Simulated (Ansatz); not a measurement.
Molecule: C₃H₅Cl, net charge 0, singlet state. 
Geometry from a B3LYP-D3(BJ)/def2-TZVP (Ansatz, an electronic-structure program) optimisation:
```
C
C 1 1.3264
H 2 1.0820 1 121.55
H 2 1.0839 3 116.93 1 179.92
H 1 1.0848 2 120.45 3 -0.89
C 1 1.4857 5 116.06 2 -179.76
H 6 1.0868 1 112.06 5 178.85
H 6 1.0881 7 109.69 1 125.24
Cl 6 1.8209 7 106.56 8 113.26
```
Charge 0, spin multiplicity 1.

Quantity: vertical triplet-singlet gap (E(triplet) - E(singlet); each state is the SCF solution reached for its spin), in kJ/mol. Valence correlation only, unless marked. Open shells are spin-unrestricted. Spin-orbit coupling is left out. No relativistic terms. CBS(X,Y): correlation extrapolated as X^-3; Hartree-Fock from the larger set. The bracket is a focal-point correction in the basis named.

| level | program | vertical triplet-singlet gap (kJ/mol) |
|---|---|---|
| SVWN5/def2-TZVPD | Ansatz | 439.3 |
| MP2/aug-cc-pV(T+d)Z | Ansatz | 451.8 |

Question: Predict the RI-MP2/CBS(aug-cc-pV(T+d)Z,aug-cc-pV(Q+d)Z)+[CCSD(T)-MP2]/aug-cc-pV(T+d)Z result (Ansatz).

Answer: 440.3 kJ/mol
